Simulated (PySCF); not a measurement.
PySCF input file for C₂H₈N₂Si, SMILES C/C=N/[SiH2]N, PBE0/pcSseg-1. The structure is a stationary point at B3LYP-D3(BJ)/def2-SVP. The structure was generated by enumeration; whether it is a known compound was not checked. Other conformers were not sampled.

```python
import numpy as np
from pyscf import gto, scf, dft
from pyscf.prop.nmr import rks as nmr

mol = gto.M(
    atom='''
    C     2.50127999   -1.31864599    0.53200604
    C     1.30023515   -0.42766019    0.66644319
    N     0.52592600   -0.14237242   -0.29555700
    Si   -0.89299199    0.89374891   -0.16473503
    N    -2.36631916    0.13260170   -0.65157187
    H     2.42290721   -2.17443177    1.22516262
    H     2.59418319   -1.68328229   -0.50021692
    H     3.41619360   -0.76937663    0.81536517
    H     1.14066446   -0.02894997    1.69851165
    H    -1.07196166    1.34132103    1.25482272
    H    -0.65224259    2.04374556   -1.07650793
    H    -2.48752124   -0.12901659   -1.62611945
    H    -2.78667404   -0.56626187   -0.04552068
    ''',
    basis='pcSseg-1',
    charge=0,
    spin=0,
    max_memory=1600,
    verbose=3,
)
mf = dft.RKS(mol, xc='pbe0')
mf.grids.level = 3
mf.conv_tol = 1e-10
mf.max_cycle = 100
mf.kernel()
n = nmr.NMR(mf)
n.verbose = 2
n.max_cycle_cphf = 60
sigma = n.kernel()
print('atom   isotropic/ppm   span/ppm')
for i, s in enumerate(sigma):
    w = np.linalg.eigvalsh((s + s.T) / 2)
    print(f'{mol.atom_symbol(i):2s}{i + 1:3d} {w.mean():14.3f} {w[2] - w[0]:11.3f}')
```

Log of the run:

```
converged SCF energy = -479.666553249726
atom   isotropic/ppm   span/ppm
C   1        152.554      53.557
C   2          6.102     211.826
N   3       -138.454     696.061
Si  4        378.279      68.066
N   5        242.441      28.950
H   6         29.114       6.095
H   7         29.228       7.046
H   8         29.110       6.381
H   9         22.827       3.369
H  10         26.663       7.157
H  11         26.399       7.580
H  12         30.294      17.256
H  13         30.604      17.066
```

The calculation finished and met its thresholds.
